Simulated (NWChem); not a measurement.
Species: CH$_{5}$BrSi; SMILES C[SiH2]Br

```xyz
8

Si     0.6086    -1.0116     0.0000
C     -0.8572    -2.1692     0.0000
Br    -0.1063     1.1083     0.0000
H      1.4508    -1.1945    -1.2164
H      1.4508    -1.1945     1.2164
H     -1.4803    -2.0085     0.8924
H     -0.5111    -3.2155     0.0000
H     -1.4803    -2.0085    -0.8924
```
Atoms are numbered in this order, from 1.

Level: PBE0/def2-SVP (NWChem), optimised geometry, unscaled harmonic frequencies. This build's default masses of Se (78.918 u) and Br (79.917 u) are each other's, which moves their modes by up to 0.6 %.

```json
[
 {"frequency (cm⁻¹)": "171", "IR intensity (km/mol)": "0.1"},
 {"frequency (cm⁻¹)": "175", "IR intensity (km/mol)": "1.3"},
 {"frequency (cm⁻¹)": "418", "IR intensity (km/mol)": "38.9"},
 {"frequency (cm⁻¹)": "483", "IR intensity (km/mol)": "8.9"},
 {"frequency (cm⁻¹)": "657", "IR intensity (km/mol)": "7.5"},
 {"frequency (cm⁻¹)": "690", "IR intensity (km/mol)": "0.4"},
 {"frequency (cm⁻¹)": "746", "IR intensity (km/mol)": "52.0"},
 {"frequency (cm⁻¹)": "883", "IR intensity (km/mol)": "40.9"},
 {"frequency (cm⁻¹)": "902", "IR intensity (km/mol)": "277.2"},
 {"frequency (cm⁻¹)": "951", "IR intensity (km/mol)": "103.3"},
 {"frequency (cm⁻¹)": "1265", "IR intensity (km/mol)": "24.2"},
 {"frequency (cm⁻¹)": "1422", "IR intensity (km/mol)": "7.0"},
 {"frequency (cm⁻¹)": "1428", "IR intensity (km/mol)": "3.3"},
 {"frequency (cm⁻¹)": "2248", "IR intensity (km/mol)": "89.7"},
 {"frequency (cm⁻¹)": "2253", "IR intensity (km/mol)": "112.8"},
 {"frequency (cm⁻¹)": "3061", "IR intensity (km/mol)": "0.6"},
 {"frequency (cm⁻¹)": "3167", "IR intensity (km/mol)": "0.5"},
 {"frequency (cm⁻¹)": "3180", "IR intensity (km/mol)": "0.1"}
]
```

The zero-point energy comes out as 34.4 kcal/mol, the thermal correction to the enthalpy at 298.15 K (with zero-point energy) is 38.2 kcal/mol and the heat capacity Cv is 16.8 cal/(mol K). The entropy at 298.15 K and 1 atm (symmetry number 1) comes out as 73.9 cal/(mol K). The dipole moment comes out as 2.01 D.

Rigid rotor and harmonic oscillator.
